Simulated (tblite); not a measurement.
C6H9S (doublet state).
SMILES with atom numbers: `[CH2:1][C:2](=[CH2:3])[CH2:4][C@H:5]1[CH2:6][S:7]1` (hydrogens: H8, H9 on C1; H10, H11 on C3; H12, H13 on C4; H14 on C5; H15, H16 on C6)
Bond orders are those of one Lewis drawing.

Computed with GFN2-xTB (tblite), gas phase: L-BFGS steps from a force-field or distance-geometry start until the largest atomic force falls under 0.01 eV/Å.

Step 42: E = -559.5670 eV
```
atom  x, y, z in Å  |  force x, y, z in eV/Å
C1     -2.2001   -0.5203   -0.8651   -0.020  -0.023  -0.028
C2     -1.0463    0.0851   -0.4034    0.006   0.017  -0.007
C3     -0.7578    1.3842   -0.7387    0.015  -0.034   0.015
C4     -0.2031   -0.7943    0.5038   -0.026  -0.006   0.006
C5      1.1528   -0.3855    1.0317   -0.004  -0.029  -0.023
C6      2.2333    0.1763    0.1879   -0.028   0.016   0.004
S7      1.6259    1.3024    1.4585    0.014   0.084   0.039
H8     -2.8938    0.0097   -1.4929    0.038  -0.019   0.012
H9     -2.4417   -1.5360   -0.6034   -0.015   0.048  -0.032
H10     0.1023    1.9132   -0.3836    0.026   0.008   0.017
H11    -1.4437    1.9372   -1.3568    0.009  -0.031  -0.012
H12    -0.0263   -1.7382   -0.0262   -0.045  -0.024  -0.003
H13    -0.8329   -1.0313    1.3665    0.014  -0.008   0.053
H14     1.4818   -1.0798    1.8017    0.029  -0.020   0.000
H15     3.2482   -0.1685    0.3377   -0.013  -0.006  -0.031
H16     1.9938    0.4544   -0.8292    0.002   0.026  -0.011
```

Step 43: E = -559.5680 eV
```
atom  x, y, z in Å  |  force x, y, z in eV/Å
C1     -2.1964   -0.5192   -0.8666   -0.065  -0.036  -0.032
C2     -1.0449    0.0859   -0.4001   -0.018   0.009  -0.030
C3     -0.7564    1.3837   -0.7377    0.026  -0.019   0.008
C4     -0.2040   -0.7940    0.5073   -0.029  -0.018   0.004
C5      1.1521   -0.3859    1.0327    0.000  -0.029  -0.021
C6      2.2295    0.1767    0.1864   -0.016   0.045   0.010
S7      1.6243    1.3026    1.4608    0.031   0.053   0.024
H8     -2.8912    0.0082   -1.4962    0.062  -0.018   0.025
H9     -2.4394   -1.5338   -0.6025   -0.018   0.031  -0.032
H10     0.1028    1.9124   -0.3830    0.056   0.031   0.034
H11    -1.4386    1.9354   -1.3600   -0.009  -0.028  -0.019
H12    -0.0294   -1.7375   -0.0237   -0.034  -0.033  -0.010
H13    -0.8334   -1.0339    1.3694    0.008   0.007   0.062
H14     1.4845   -1.0820    1.7995    0.027  -0.017   0.008
H15     3.2450   -0.1687    0.3318   -0.020   0.002  -0.025
H16     1.9881    0.4588   -0.8294   -0.002   0.018  -0.006
```

Step 44: E = -559.5690 eV
```
atom  x, y, z in Å  |  force x, y, z in eV/Å
C1     -2.1924   -0.5186   -0.8689   -0.086  -0.033  -0.023
C2     -1.0435    0.0867   -0.3966   -0.037  -0.010  -0.042
C3     -0.7542    1.3830   -0.7360    0.039   0.004  -0.003
C4     -0.2060   -0.7945    0.5118   -0.023  -0.028   0.005
C5      1.1513   -0.3870    1.0334    0.006  -0.014  -0.009
C6      2.2242    0.1781    0.1843    0.002   0.071   0.011
S7      1.6225    1.3033    1.4635    0.042  -0.006   0.005
H8     -2.8853    0.0065   -1.5026    0.068  -0.013   0.027
H9     -2.4382   -1.5305   -0.5997   -0.025   0.005  -0.035
H10     0.1040    1.9123   -0.3815    0.068   0.043   0.045
H11    -1.4327    1.9330   -1.3637   -0.017  -0.027  -0.019
H12    -0.0336   -1.7376   -0.0204   -0.024  -0.035  -0.012
H13    -0.8338   -1.0371    1.3744    0.005   0.028   0.058
H14     1.4885   -1.0852    1.7966    0.020  -0.005   0.007
H15     3.2404   -0.1687    0.3239   -0.026   0.014  -0.015
H16     1.9811    0.4653   -0.8298   -0.011   0.007   0.000
```

Step 45: E = -559.5701 eV
```
atom  x, y, z in Å  |  force x, y, z in eV/Å
C1     -2.1888   -0.5187   -0.8718   -0.077  -0.011  -0.006
C2     -1.0426    0.0871   -0.3934   -0.039  -0.029  -0.039
C3     -0.7510    1.3823   -0.7342    0.046   0.022  -0.015
C4     -0.2087   -0.7958    0.5169   -0.011  -0.028   0.004
C5      1.1505   -0.3888    1.0340    0.010   0.010   0.003
C6      2.2184    0.1809    0.1821    0.017   0.076   0.006
S7      1.6215    1.3038    1.4667    0.043  -0.064  -0.004
H8     -2.8770    0.0046   -1.5114    0.057  -0.006   0.021
H9     -2.4384   -1.5268   -0.5957   -0.034  -0.027  -0.039
H10     0.1064    1.9132   -0.3788    0.053   0.035   0.046
H11    -1.4265    1.9300   -1.3677   -0.013  -0.029  -0.011
H12    -0.0388   -1.7387   -0.0169   -0.017  -0.030  -0.005
H13    -0.8345   -1.0404    1.3811    0.005   0.049   0.041
H14     1.4938   -1.0887    1.7936    0.009   0.011  -0.002
H15     3.2349   -0.1682    0.3144   -0.025   0.025  -0.004
H16     1.9732    0.4730   -0.8303   -0.023  -0.001   0.003
```

**Question.** Estimate the geometry and energy of step 46. (The exact step hangs on the optimiser's Hessian estimate; all steps are aligned on step 45, rigid shifts and turns removed.)

**Answer.** E = -559.5712 eV, largest force 0.099 eV/Å
```
atom  x, y, z in Å  |  force x, y, z in eV/Å
C1     -2.1865   -0.5191   -0.8744   -0.043   0.022   0.013
C2     -1.0424    0.0870   -0.3911   -0.023  -0.038  -0.022
C3     -0.7472    1.3817   -0.7325    0.043   0.022  -0.022
C4     -0.2115   -0.7974    0.5221    0.002  -0.017  -0.001
C5      1.1501   -0.3906    1.0345    0.009   0.027   0.005
C6      2.2131    0.1851    0.1801    0.023   0.052  -0.005
S7      1.6215    1.3032    1.4700    0.032  -0.094   0.003
H8     -2.8684    0.0029   -1.5206    0.035   0.001   0.011
H9     -2.4397   -1.5237   -0.5925   -0.044  -0.056  -0.042
H10     0.1094    1.9145   -0.3753    0.018   0.012   0.038
H11    -1.4204    1.9266   -1.3719    0.003  -0.030   0.003
H12    -0.0444   -1.7405   -0.0135   -0.012  -0.020   0.011
H13    -0.8347   -1.0424    1.3887    0.006   0.065   0.015
H14     1.4991   -1.0922    1.7907   -0.002   0.024  -0.015
H15     3.2295   -0.1667    0.3048   -0.014   0.032   0.007
H16     1.9650    0.4805   -0.8304   -0.034  -0.003   0.000
```

The energy changes by -0.0011 eV. The first-order estimate −F·Δx gives -0.0015 eV and the mean of the old and new forces, exact on a quadratic surface, -0.0011 eV. The step makes an angle of 76° with the force vector and moves no atom by more than 0.013 Å.

What follows is the cost of the whole relaxation. Hardware: one thread of an AMD EPYC 7B13, shared host with 96 logical CPUs at a one-minute load of 22. Cost: 1.1 s.
